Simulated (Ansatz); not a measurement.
Consider the ligand exchange at a Ge–C bond: `[CH3][GeH2][CH2]Br` + CH₃SH → `C[S][GeH2][CH3]` + `CBr`.

Gas-phase electronic energies from Ansatz, PBE0-D4/def2-TZVP geometries. CBS: MP2 limit from def2 TZ/QZ plus the TZ coupled-cluster correction, frozen cores. This one scheme is used for every species. Functionals use def2-TZVPP. B3LYP here is the variant with VWN-RPA as its local correlation; programs differ in this. For Br, Ge outer-core shells are correlated without core-valence functions, which leaves a few kJ/mol of doubt a bond. Scalar relativity is left out up to krypton. One conformer a species, not always the lowest.

(1) Is it downhill or uphill in electronic energy at CCSD(T)/CBS, and by how much? (Estimate.)

(2) What do these levels give: PBE-D4, B3LYP-D4, ωB97X-V, ωB97M-V, B2PLYP, PBE, B3LYP, MP2/def2-TZVPP, SCS-MP2/def2-TZVPP, CCSD(T)/def2-TZVPP, HF/def2-QZVPP, MP2/def2-QZVPP? (Estimate.)

Largest T1 diagnostic among the species: 0.010.

Results:

(1) Ansatz gave: Downhill: ΔE = -14.5 kcal/mol.

(2) The calculation gave: PBE-D4 -15.9, B3LYP-D4 -15.9, ωB97X-V -15.0, ωB97M-V -15.0, B2PLYP -15.4, PBE -15.8, B3LYP -15.8, MP2/def2-TZVPP -14.6, SCS-MP2/def2-TZVPP -14.5, CCSD(T)/def2-TZVPP -14.1, HF/def2-QZVPP -16.3, MP2/def2-QZVPP -14.8 kcal/mol.

In def2-TZVPP, CCSD(T) changes the Hartree–Fock value by +2.2 kcal/mol (the triples alone add −0.1 kcal/mol) and MP2 by +1.7 kcal/mol.
